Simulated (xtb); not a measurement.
C3H3 (SMILES [C-]#CC), charge -1, singlet, geometry from GFN2-xTB, atoms displaced at random by about 0.05 Å a coordinate; GFN1-xTB in xtb 6.7.1.

Input for xtb:
```
$ xtb mol.xyz --gfn 1 --chrg -1 --opt loose --json

# file mol.xyz
6

C      0.08403317     0.04491990     0.26467544
C      0.02929386    -0.06309468     1.48318453
C     -0.06211988     0.02212702    -1.16978589
H      0.05769206     0.96008102    -1.65129969
H      0.88333730    -0.55272694    -1.61347522
H     -0.88492224    -0.50781682    -1.58789789
```

It wrote (shortened):

```
   ID    Z sym.   atoms
    1    6 C      1-3
    2    1 H      4-6

           -------------------------------------------------
          |                Calculation Setup                |
           -------------------------------------------------

           -------------------------------------------------
          |                 G F N 1 - x T B                 |
           -------------------------------------------------

          ...................................................
          :                      SETUP                      :
          :.................................................:
          :  # basis functions                  18          :
          :  # atomic orbitals                  18          :
          :  # shells                           12          :
          :  # electrons                        16          :
          :  # halogen bonds                     0          :
          :  max. iterations                   250          :
          :  Hamiltonian                  GFN1-xTB          :
          :  restarted?                      false          :
          :  GBSA solvation                  false          :
          :  PC potential                    false          :
          :  electronic temp.          300.0000000     K    :
          :  accuracy                    1.0000000          :
          :  -> integral cutoff          0.2500000E+02      :
          :  -> integral neglect         0.1000000E-07      :
          :  -> SCF convergence          0.1000000E-05 Eh   :
          :  -> wf. convergence          0.2000000E-04 e    :
          :  Broyden damping             0.4000000          :
          :  net charge                         -1          :
          :  unpaired electrons                  0          :
          ...................................................

 iter      E             dE          RMSdq      gap      omega  full diag
   1     -8.1377909 -0.813779E+01  0.977E+00    5.72       0.0  T
   2     -8.1713197 -0.335287E-01  0.570E+00    4.51       1.0  T
   3     -8.1718523 -0.532603E-03  0.191E+00    4.25       1.0  T
   4     -8.1718784 -0.261561E-04  0.109E-01    4.28       1.0  T
   5     -8.1719017 -0.232621E-04  0.100E-02    4.32       4.1  T
   6     -8.1719018 -0.917011E-07  0.102E-03    4.32      40.0  T
   7     -8.1719018 -0.257146E-08  0.296E-04    4.32     137.9  T
   8     -8.1719018 -0.136009E-09  0.300E-05    4.32    1359.5  T
   9     -8.1719018 -0.298428E-12  0.200E-05    4.32    2040.9  T

   *** convergence criteria satisfied after 9 iterations ***

         :::::::::::::::::::::::::::::::::::::::::::::::::::::
         ::                     SUMMARY                     ::
         :::::::::::::::::::::::::::::::::::::::::::::::::::::
         :: total energy              -8.009271701953 Eh    ::
         :: gradient norm              0.104704118858 Eh/a0 ::
         :: HOMO-LUMO gap              4.318496124482 eV    ::
         ::.................................................::
         :: SCC energy                -8.171901785711 Eh    ::
         :: -> electrostatic           0.154715119933 Eh    ::
         :: repulsion energy           0.163873002906 Eh    ::
         :: dispersion energy         -0.001242919149 Eh    ::
         :: halogen bond corr.         0.000000000000 Eh    ::
         :: add. restraining           0.000000000000 Eh    ::
         :: total charge              -1.000000000000 e     ::
         :::::::::::::::::::::::::::::::::::::::::::::::::::::

      -----------------------------------------------------------
     |                   =====================                   |
     |                        A N C O P T                        |
     |                   =====================                   |
     |               Approximate Normal Coordinate               |
     |                Rational Function Optimizer                |
[...]
 * total energy  :    -8.0092717 Eh     change       -0.3073097E-12 Eh
 * total energy  :    -8.0178453 Eh     change       -0.8573594E-02 Eh
 * total energy  :    -8.0172274 Eh     change        0.6178575E-03 Eh
 * total energy  :    -8.0191754 Eh     change       -0.1947951E-02 Eh
 * total energy  :    -8.0194390 Eh     change       -0.2636262E-03 Eh
 * total energy  :    -8.0197039 Eh     change       -0.2648347E-03 Eh
 * total energy  :    -8.0197732 Eh     change       -0.6931445E-04 Eh
 * total energy  :    -8.0198119 Eh     change       -0.3876342E-04 Eh
   *** GEOMETRY OPTIMIZATION CONVERGED AFTER 8 ITERATIONS ***
         :: total energy              -8.019811928848 Eh    ::
[...]
         :: SCC energy                -8.180398233662 Eh    ::
         :: -> electrostatic           0.154500433334 Eh    ::
         :: repulsion energy           0.161826993670 Eh    ::
         :: dispersion energy         -0.001240688856 Eh    ::
         :: halogen bond corr.         0.000000000000 Eh    ::
         :: add. restraining           0.000000000000 Eh    ::
         :: total charge              -1.000000000000 e     ::
         :::::::::::::::::::::::::::::::::::::::::::::::::::::

           -------------------------------------------------
          |                Property Printout                |
           -------------------------------------------------

    * Orbital Energies and Occupations

         #    Occupation            Energy/Eh            Energy/eV
      -------------------------------------------------------------
         1        2.0000           -0.4229589             -11.5093
         2        2.0000           -0.3199227              -8.7055
         3        2.0000           -0.3183604              -8.6630
         4        2.0000           -0.3181244              -8.6566
         5        2.0000           -0.2781020              -7.5675
         6        2.0000           -0.1440356              -3.9194
         7        2.0000           -0.1439920              -3.9182
         8        2.0000           -0.1040277              -2.8307 (HOMO)
         9                          0.0591867               1.6106 (LUMO)
        10                          0.1056675               2.8754
        11                          0.1058017               2.8790
        12                          0.1339675               3.6454
        13                          0.1340492               3.6477
        14                          0.3688250              10.0362
        15                          0.4638428              12.6218
        16                          0.4670324              12.7086
        17                          0.6295444              17.1308
        18                          1.4342209              39.0271
      -------------------------------------------------------------
                  HL-Gap            0.1632143 Eh            4.4413 eV
             Fermi-level           -0.0224205 Eh           -0.6101 eV

  Mulliken/CM5 charges         n(s)   n(p)   n(d)
     1C    -0.08768 -0.09808   1.080  3.008  0.000
     2C    -0.73729 -0.73794   1.592  3.145  0.000
     3C    -0.08301 -0.22321   0.995  3.088  0.000
     4H    -0.03099  0.01929   1.031  0.000  0.000
     5H    -0.03070  0.01988   1.031  0.000  0.000
     6H    -0.03032  0.02006   1.030  0.000  0.000

Wiberg/Mayer (AO) data.
largest (>0.10) Wiberg bond orders for each atom

 ---------------------------------------------------------------------------
     #   Z sym  total        # sym  WBO       # sym  WBO       # sym  WBO
 ---------------------------------------------------------------------------
     1   6 C    3.947 --     2 C    2.935     3 C    0.990
     2   6 C    3.040 --     1 C    2.935
     3   6 C    3.967 --     1 C    0.990     5 H    0.981     6 H    0.981
                             4 H    0.981
     4   1 H    1.021 --     3 C    0.981
     5   1 H    1.021 --     3 C    0.981
     6   1 H    1.021 --     3 C    0.981
 ---------------------------------------------------------------------------

Topologies differ in total number of bonds
Writing topology from bond orders to xtbtopo.mol

 dipole moment from electron density (au)
     X       Y       Z
  -0.0916   0.0291  -2.6517  total (Debye):    6.744

optimized geometry written to: xtbopt.xyz

           -------------------------------------------------
          | TOTAL ENERGY               -8.019811928848 Eh   |
          | GRADIENT NORM               0.002866471794 Eh/α |
          | HOMO-LUMO GAP               4.441287831649 eV   |
           -------------------------------------------------

normal termination of xtb
```
